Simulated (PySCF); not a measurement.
## Worked example for 3-fluorobenzaldehyde: proton affinity at atom O1

Structure: `O=Cc1cccc(F)c1` (C7H5FO). Coordinates in Å; atoms count from 1 in this order:
```
O     3.1660    0.2469   -0.4242
C     2.3042   -0.5097   -0.0572
C     0.8602   -0.1787   -0.0277
C     0.4256    1.0847   -0.4461
C    -0.9303    1.3901   -0.4168
C    -1.8566    0.4448    0.0274
C    -1.4062   -0.8043    0.4397
F    -2.2894   -1.7037    0.8641
C    -0.0578   -1.1330    0.4189
H     2.5518   -1.5440    0.2951
H     1.1726    1.8036   -0.7878
H    -1.2803    2.3724   -0.7412
H    -2.9263    0.6592    0.0602
H     0.2654   -2.1234    0.7487
```

Energies: ωB97X-D3(BJ)/def2-TZVP (PySCF, density fitting, integration grid level 2) on PBE0-D3(BJ)/def2-SVP structures. Zero-point and thermal terms (298.15 K, 1 bar) come from unscaled PBE0-D3(BJ)/def2-SVP harmonic frequencies, with soft modes damped to free rotors in the entropy.

Step: `[OH+]=Cc1cccc(F)c1` → `O=Cc1cccc(F)c1` + H⁺.

| species | charge | multiplicity | E / Eh |
| --- | --- | --- | --- |
| `[OH+]=Cc1cccc(F)c1` | 1 | 1 | -445.448340 |
| `O=Cc1cccc(F)c1` | 0 | 1 | -445.121921 |

Thermal terms, products less reactant: Δ(H − E) = -29.33 kJ/mol, Δ(G − E) = -61.15 kJ/mol (the bare proton has no electronic energy, H = 5/2 RT). 1 Eh = 2625.50 kJ/mol.

Q: What are ΔE, ΔH and ΔG of this step?

A: ΔE = 0.326419 Eh = 857.01 kJ/mol; ΔH = 827.7 kJ/mol; ΔG = 795.9 kJ/mol, all in the gas phase at 298.15 K and 1 bar. The digits show the arithmetic; the method itself can be off by 10 kJ/mol or more.

Caveats: not every ring carbon need be listed, and shares count the listed sites alone.
